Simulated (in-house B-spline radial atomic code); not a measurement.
Neutral lutetium is squeezed into an impenetrable sphere of radius R (the orbitals vanish at R). Method: Dirac-Hartree-Fock, average of configuration, Fermi nucleus of rms radius 5.37 fm. Calculated with a B-spline radial code for spherical atoms.

Energies in eV above the free atom in [Xe] 4f14 5d1 6s2:

```json
{"R (bohr)": "7.29", "highest level (eV)": "-4.2", "[Xe] 4f14 5d1 6s2": "0.848", "[Xe] 4f14 6s2 6f1": "22.79", "[Xe] 4f14 5d1 6s1 6p1": "3.935"}
{"R (bohr)": "6.55", "highest level (eV)": "-3.68", "[Xe] 4f14 5d1 6s2": "1.718", "[Xe] 4f14 6s2 6f1": "28.24", "[Xe] 4f14 5d1 6s1 6p1": "5.238"}
{"R (bohr)": "5.22", "highest level (eV)": "-1.82", "[Xe] 4f14 5d1 6s2": "6.237", "[Xe] 4f14 6s2 6f1": "46.47", "[Xe] 4f14 5d1 6s1 6p1": "11.36"}
{"R (bohr)": "4.19", "highest level (eV)": "3.98", "[Xe] 4f14 5d1 6s2": "18.3", "[Xe] 4f14 6s2 6f1": "79.4", "[Xe] 4f14 5d1 6s1 6p1": "26.46"}
{"R (bohr)": "3.37", "highest level (eV)": "17.9", "[Xe] 4f14 5d1 6s2": "49.57", "[Xe] 4f14 6s2 6f1": "142.8", "[Xe] 4f14 5d1 6s1 6p1": "62.89"}
{"R (bohr)": "2.81", "highest level (eV)": "42.4", "[Xe] 4f14 5d1 6s2": "112.5", "[Xe] 4f14 6s2 6f1": "245.7", "[Xe] 4f14 5d1 6s1 6p1": "132"}
{"R (bohr)": "2.53", "highest level (eV)": "65.8", "[Xe] 4f14 5d1 6s2": "180", "[Xe] 4f14 6s2 6f1": "343.8", "[Xe] 4f14 5d1 6s1 6p1": "204"}
{"R (bohr)": "2.15", "highest level (eV)": "123", "[Xe] 4f14 5d1 6s2": "369.8", "[Xe] 4f14 6s2 6f1": "595.2", "[Xe] 4f14 5d1 6s1 6p1": "401.9"}
{"R (bohr)": "1.94", "highest level (eV)": "179", "[Xe] 4f14 5d1 6s2": "577.5", "[Xe] 4f14 6s2 6f1": "852.6", "[Xe] 4f14 5d1 6s1 6p1": "615.7"}
{"R (bohr)": "1.32", "highest level (eV)": "647", "[Xe] 4f14 5d1 6s2": "2858", "[Xe] 4f14 6s2 6f1": "3422", "[Xe] 4f14 5d1 6s1 6p1": "2925"}
```

Does [Xe] 4f14 6s2 6f1 fall below [Xe] 4f14 5d1 6s2 under compression?

No, it stays above over the whole range.

Does [Xe] 4f14 5d1 6s1 6p1 fall below [Xe] 4f14 5d1 6s2 under compression?

No, it stays above over the whole range.

The highest level is first positive in the row R = 4.19 bohr, pushed up by confinement above the zero of the free ion's potential. Each configuration is held fixed and needn't be the lowest in the sphere.
